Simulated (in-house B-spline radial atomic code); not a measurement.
Configurations of Rb2+, with energies counted from [Ar] 3d10 4s2 4p5. Level of theory: scalar-relativistic (X2C) B3LYP, spin-polarised, spherical fractional occupations, exact exchange averaged over the configuration, Fermi nucleus of rms radius 4.2036 fm; calculated with a radial B-spline atomic code at the basis-set limit. Shells without spins written out take the highest spin.

Occupations are held fixed; configurations that lie above the ionisation limit could autoionise.

```csv
configuration,E - E(ref) (eV),highest orbital,its <r> (bohr)
[Ar] 3d10 4s2 4p4 4d1,19.932,4d up,2.401
[Ar] 3d10 4s1 4p5 4d1,37.293,4d up,2.366
[Ar] 3d10 4s1 4p5 5d1,47.426,5d up,5.639
[Ar] 3d9 4s2 4p5 5f1,133.12,5f up,9.15
[Ne] 3s2 3p5 3d10 4s2 4p6,219.73,4p down,1.578
```

Problem. Order these further configurations by energy, lowest first.
A. [Ar] 3d10 4s2 4p4 5f1
B. [Ar] 3d10 4s1 4p5 5s1
C. [Ar] 3d10 4s1 4p5 5p1
D. [Ar] 3d9 4s2 4p5 4d1
E. [Ar] 3d10 4s2 4p4 4f1

Solution. E (31.129 eV), A (33.796 eV), B (38.264 eV), C (42.229 eV), D (118.44 eV).
